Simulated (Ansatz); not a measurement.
`CN(C)c1ccc(C#Cc2ccc(C#Cc3ccc(C#Cc4ccc(C#Cc5ccc(C#Cc6ccc(C#CC#N)cc6)cc5)cc4)cc3)cc2)cc1`. Charge 0, multiplicity 3. Geometry PBE-D4/def2-SVP, that of the neutral singlet; atoms count from 1.

```xyz
83

C    -3.177   19.377   -1.769
N    -4.203   18.357   -1.853
C    -5.582   18.736   -2.089
C    -3.868   17.026   -1.708
C    -4.855   16.000   -1.783
C    -4.511   14.659   -1.635
C    -3.169   14.255   -1.406
C    -2.826   12.888   -1.258
C    -2.530   11.696   -1.129
C    -2.195   10.326   -0.981
C    -0.840    9.913   -0.838
C    -0.513    8.567   -0.696
C    -1.525    7.567   -0.687
C    -1.195    6.195   -0.542
C    -0.914    5.000   -0.417
C    -0.601    3.624   -0.276
C     0.751    3.179   -0.247
C     1.055    1.828   -0.112
C     0.024    0.855    0.004
C     0.331   -0.523    0.141
C     0.590   -1.724    0.258
C     0.878   -3.106    0.390
C    -0.164   -4.048    0.611
C     0.115   -5.406    0.739
C     1.450   -5.886    0.647
C     1.732   -7.271    0.772
C     1.970   -8.478    0.878
C     2.237   -9.865    0.999
C     3.533  -10.386    0.729
C     3.792  -11.749    0.841
C     2.767  -12.654    1.233
C     3.029  -14.043    1.347
C     3.253  -15.253    1.446
C     3.509  -16.643    1.557
C     4.760  -17.188    1.155
C     5.011  -18.553    1.262
C     4.019  -19.431    1.778
C     4.273  -20.821    1.888
C     4.493  -22.033    1.984
C     4.738  -23.376    2.089
N     4.948  -24.534    2.180
C     2.768  -18.890    2.183
C     2.519  -17.525    2.074
C     1.472  -12.134    1.506
C     1.212  -10.772    1.389
C     2.493   -4.946    0.426
C     2.214   -3.587    0.302
C    -1.327    1.300   -0.021
C    -1.632    2.651   -0.159
C    -2.880    7.979   -0.829
C    -3.206    9.324   -0.974
C    -2.187   15.278   -1.333
C    -2.520   16.622   -1.477
H    -3.637   20.372   -1.911
H    -2.665   19.378   -0.780
H    -2.394   19.251   -2.551
H    -6.253   18.419   -1.259
H    -5.650   19.836   -2.175
H    -5.983   18.296   -3.030
H    -5.907   16.255   -1.960
H    -5.295   13.890   -1.698
H    -0.048   10.676   -0.842
H     0.538    8.263   -0.587
H     1.557    3.922   -0.336
H     2.104    1.497   -0.094
H    -1.201   -3.688    0.680
H    -0.699   -6.124    0.910
H     4.333   -9.694    0.426
H     4.797  -12.140    0.628
H     5.531  -16.515    0.754
H     5.980  -18.965    0.947
H     1.997  -19.564    2.585
H     1.549  -17.114    2.388
H     0.672  -12.825    1.811
H     0.207  -10.380    1.601
H     3.529   -5.306    0.354
H     3.028   -2.869    0.132
H    -2.134    0.557    0.069
H    -2.681    2.982   -0.179
H    -3.672    7.216   -0.824
H    -4.258    9.628   -1.083
H    -1.138   14.997   -1.156
H    -1.720   17.371   -1.410
```

Single mean-field runs in def2-SVP are fitted with def2-universal-jkfit. At PBE0-D4/def2-SVP a singlet of charge 0 lies 2.17 eV below the triplet at the same geometry.

Problem. Estimate the Mulliken populations of the heavy atoms from the PBE0/def2-SVP orbitals of Ansatz.

Solution. 
| atom | charge (e) | spin (α − β) |
| --- | --- | --- |
| C1 | 0.05 | 0.00 |
| N2 | -0.40 | 0.04 |
| C3 | 0.05 | 0.00 |
| C4 | 0.22 | 0.05 |
| C5 | -0.09 | -0.02 |
| C6 | 0.01 | 0.04 |
| C7 | -0.08 | -0.02 |
| C8 | -0.01 | 0.14 |
| C9 | -0.02 | -0.07 |
| C10 | -0.07 | 0.20 |
| C11 | 0.01 | -0.07 |
| C12 | 0.01 | 0.12 |
| C13 | -0.07 | -0.01 |
| C14 | -0.01 | 0.23 |
| C15 | 0.00 | 0.02 |
| C16 | -0.08 | 0.22 |
| C17 | 0.01 | 0.05 |
| C18 | 0.01 | 0.03 |
| C19 | -0.08 | 0.24 |
| C20 | -0.01 | -0.02 |
| C21 | 0.00 | 0.24 |
| C22 | -0.08 | -0.02 |
| C23 | 0.01 | 0.12 |
| C24 | 0.01 | -0.07 |
| C25 | -0.08 | 0.19 |
| C26 | -0.01 | -0.08 |
| C27 | -0.02 | 0.13 |
| C28 | -0.07 | -0.04 |
| C29 | 0.01 | 0.05 |
| C30 | 0.01 | -0.03 |
| C31 | -0.08 | 0.07 |
| C32 | 0.00 | -0.03 |
| C33 | -0.02 | 0.05 |
| C34 | -0.06 | -0.01 |
| C35 | 0.01 | 0.02 |
| C36 | 0.03 | -0.01 |
| C37 | -0.11 | 0.02 |
| C38 | -0.02 | -0.01 |
| C39 | 0.02 | 0.02 |
| C40 | -0.10 | -0.01 |
| N41 | 0.01 | 0.01 |
| C42 | 0.03 | -0.01 |
| C43 | 0.01 | 0.02 |
| C44 | 0.01 | -0.03 |
| C45 | 0.01 | 0.05 |
| C46 | 0.01 | -0.07 |
| C47 | 0.01 | 0.12 |
| C48 | 0.01 | 0.03 |
| C49 | 0.01 | 0.05 |
| C50 | 0.01 | 0.12 |
| C51 | 0.01 | -0.07 |
| C52 | 0.02 | 0.04 |
| C53 | -0.09 | -0.02 |
Mulliken values depend strongly on the basis.

Problem. Where does the spin sit?

Solution. Summed by element: C 1.97, N 0.05, H -0.02, of 2 unpaired in all. Largest on single atoms: C19 0.24, C21 0.24, C14 0.23.

Problem. And the Mayer bond orders between heavy atoms (over 0.3, the first 40 of 58)?

Solution. C1–N2 0.99 (1.45 Å); N2–C3 0.99 (1.45 Å); N2–C4 1.15 (1.38 Å); C4–C5 1.27 (1.43 Å); C4–C53 1.27 (1.43 Å); C5–C6 1.45 (1.39 Å); C6–C7 1.30 (1.42 Å); C7–C8 1.08 (1.42 Å); C7–C52 1.30 (1.42 Å); C8–C9 2.48 (1.24 Å); C9–C10 1.09 (1.42 Å); C10–C11 1.26 (1.42 Å); C10–C51 1.26 (1.42 Å); C11–C12 1.47 (1.39 Å); C12–C13 1.24 (1.42 Å); C13–C14 1.16 (1.42 Å); C13–C50 1.24 (1.42 Å); C14–C15 2.32 (1.23 Å); C15–C16 1.21 (1.42 Å); C16–C17 1.18 (1.42 Å); C16–C49 1.18 (1.42 Å); C17–C18 1.54 (1.39 Å); C18–C19 1.18 (1.42 Å); C19–C20 1.20 (1.42 Å); C19–C48 1.18 (1.42 Å); C20–C21 2.34 (1.23 Å); C21–C22 1.15 (1.42 Å); C22–C23 1.25 (1.42 Å); C22–C47 1.25 (1.42 Å); C23–C24 1.46 (1.39 Å); C24–C25 1.27 (1.42 Å); C25–C26 1.08 (1.42 Å); C25–C46 1.27 (1.42 Å); C26–C27 2.50 (1.23 Å); C27–C28 1.07 (1.42 Å); C28–C29 1.30 (1.42 Å); C28–C45 1.30 (1.42 Å); C29–C30 1.43 (1.39 Å); C30–C31 1.31 (1.42 Å); C31–C32 1.05 (1.42 Å).
